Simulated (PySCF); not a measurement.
**Atomic charges by several schemes**

C6H11F2NSi.
Geometry (GFN2-xTB, Å), atoms numbered from 1 in this order:
```
atom  x, y, z in Å
C1    -3.6238    1.9651    0.3544
C2    -2.9902    0.9456    0.4299
Si3   -1.9682   -0.6047    0.5149
N4    -0.5727   -0.4867   -0.4850
C5    -0.4517   -1.0859   -1.7890
C6     0.5223    0.3732   -0.1247
C7     1.7203   -0.4159    0.4279
C8     2.8235    0.5134    0.8939
F9     3.8399   -0.1854    1.4607
F10    3.3715    1.1843   -0.1504
H11   -4.1860    2.8529    0.2922
H12   -2.7476   -1.7362    0.0161
H13   -1.5256   -0.7605    1.9075
H14   -1.3030   -1.7347   -1.9735
H15    0.4605   -1.6847   -1.8657
H16   -0.4236   -0.3189   -2.5718
H17    0.8459    0.9539   -0.9973
H18    0.1849    1.0782    0.6392
H19    1.3987   -1.0220    1.2758
H20    2.1294   -1.0771   -0.3376
H21    2.4864    1.2630    1.6270
```

Density: PBE0/pcSseg-1 (PySCF); schemes: Mulliken, IAO, Hirshfeld and ESP-fitted. The structure is a single GFN2-xTB conformer in the gas phase; no vibrational or solvent corrections. GFN2-xTB frequencies show an imaginary mode (26i cm⁻¹), so this geometry is no minimum at that level.

What partial charge does each atom carry?

In e:

```json
{"atom": "C1", "environment": "terminal alkyne carbon", "Mulliken": "-0.209", "IAO": "-0.191", "Hirshfeld": "-0.089", "ESP-fitted": "-0.371"}
{"atom": "C2", "environment": "alkyne carbon", "Mulliken": "-0.171", "IAO": "-0.351", "Hirshfeld": "-0.164", "ESP-fitted": "-0.134"}
{"atom": "Si3", "environment": "SiH2 silicon", "Mulliken": "+0.797", "IAO": "+0.900", "Hirshfeld": "+0.385", "ESP-fitted": "+0.431"}
{"atom": "N4", "environment": "silicon-bound nitrogen", "Mulliken": "-0.806", "IAO": "-0.510", "Hirshfeld": "-0.169", "ESP-fitted": "-0.181"}
{"atom": "C5", "environment": "N-methyl carbon", "Mulliken": "-0.048", "IAO": "-0.294", "Hirshfeld": "-0.066", "ESP-fitted": "-0.363"}
{"atom": "C6", "environment": "sp3 carbon bound to nitrogen", "Mulliken": "-0.015", "IAO": "-0.142", "Hirshfeld": "-0.020", "ESP-fitted": "-0.113"}
{"atom": "C7", "environment": "chain CH2 carbon", "Mulliken": "-0.271", "IAO": "-0.301", "Hirshfeld": "-0.094", "ESP-fitted": "-0.165"}
{"atom": "C8", "environment": "CHF2 carbon", "Mulliken": "+0.516", "IAO": "+0.452", "Hirshfeld": "+0.150", "ESP-fitted": "+0.441"}
{"atom": "F9", "environment": "fluorine of a CF2 group", "Mulliken": "-0.305", "IAO": "-0.309", "Hirshfeld": "-0.113", "ESP-fitted": "-0.259"}
{"atom": "F10", "environment": "fluorine of a CF2 group", "Mulliken": "-0.308", "IAO": "-0.310", "Hirshfeld": "-0.108", "ESP-fitted": "-0.246"}
{"atom": "H11", "environment": "alkyne hydrogen", "Mulliken": "+0.063", "IAO": "+0.202", "Hirshfeld": "+0.097", "ESP-fitted": "+0.309"}
{"atom": "H12", "environment": "Si–H hydrogen", "Mulliken": "-0.099", "IAO": "-0.121", "Hirshfeld": "-0.068", "ESP-fitted": "-0.068"}
{"atom": "H13", "environment": "Si–H hydrogen", "Mulliken": "-0.098", "IAO": "-0.137", "Hirshfeld": "-0.078", "ESP-fitted": "-0.080"}
{"atom": "H14", "environment": "methyl hydrogen", "Mulliken": "+0.118", "IAO": "+0.148", "Hirshfeld": "+0.048", "ESP-fitted": "+0.142"}
{"atom": "H15", "environment": "methyl hydrogen", "Mulliken": "+0.108", "IAO": "+0.129", "Hirshfeld": "+0.038", "ESP-fitted": "+0.118"}
{"atom": "H16", "environment": "methyl hydrogen", "Mulliken": "+0.108", "IAO": "+0.129", "Hirshfeld": "+0.037", "ESP-fitted": "+0.138"}
{"atom": "H17", "environment": "methylene hydrogen", "Mulliken": "+0.129", "IAO": "+0.137", "Hirshfeld": "+0.038", "ESP-fitted": "+0.092"}
{"atom": "H18", "environment": "methylene hydrogen", "Mulliken": "+0.122", "IAO": "+0.131", "Hirshfeld": "+0.040", "ESP-fitted": "+0.085"}
{"atom": "H19", "environment": "methylene hydrogen", "Mulliken": "+0.140", "IAO": "+0.155", "Hirshfeld": "+0.046", "ESP-fitted": "+0.059"}
{"atom": "H20", "environment": "methylene hydrogen", "Mulliken": "+0.139", "IAO": "+0.150", "Hirshfeld": "+0.043", "ESP-fitted": "+0.116"}
{"atom": "H21", "environment": "methine hydrogen", "Mulliken": "+0.087", "IAO": "+0.134", "Hirshfeld": "+0.046", "ESP-fitted": "+0.050"}
```

Mean size of the charges over all atoms: IAO 0.254 e, Mulliken 0.222 e, ESP-fitted 0.189 e, Hirshfeld 0.092 e. Each set sums to the total charge, 0, to within 0.001 e. The IAO scheme counts the electrons in orthogonalised intrinsic atomic orbitals, a minimal basis polarised so that it spans the occupied orbitals exactly.

Lowest charge. The schemes don't all agree: Mulliken N4 (-0.806); IAO N4 (-0.510); Hirshfeld N4 (-0.169); ESP-fitted C1 (-0.371).

Highest charge. The schemes don't all agree: Mulliken Si3 (+0.797); IAO Si3 (+0.900); Hirshfeld Si3 (+0.385); ESP-fitted C8 (+0.441).

How many electrons does the ESP-fitted scheme count on C2?

Z − q = 6 − (-0.134) = 6.134.

How closely do the schemes follow one another over all atoms?

Correlation coefficient and root-mean-square difference: IAO with Hirshfeld 0.98, 0.195 e; Mulliken with IAO 0.94, 0.106 e; Mulliken with Hirshfeld 0.92, 0.205 e; IAO with ESP-fitted 0.89, 0.151 e; Hirshfeld with ESP-fitted 0.86, 0.136 e; Mulliken with ESP-fitted 0.79, 0.190 e.

Sum the charges by element, for elements with more than one atom.

```
element  atoms  Mulliken     IAO  Hirshfeld  ESP-fitted
      C      6    -0.198  -0.827     -0.283      -0.706
      F      2    -0.613  -0.619     -0.221      -0.505
      H     11    +0.819  +1.057     +0.287      +0.961
```
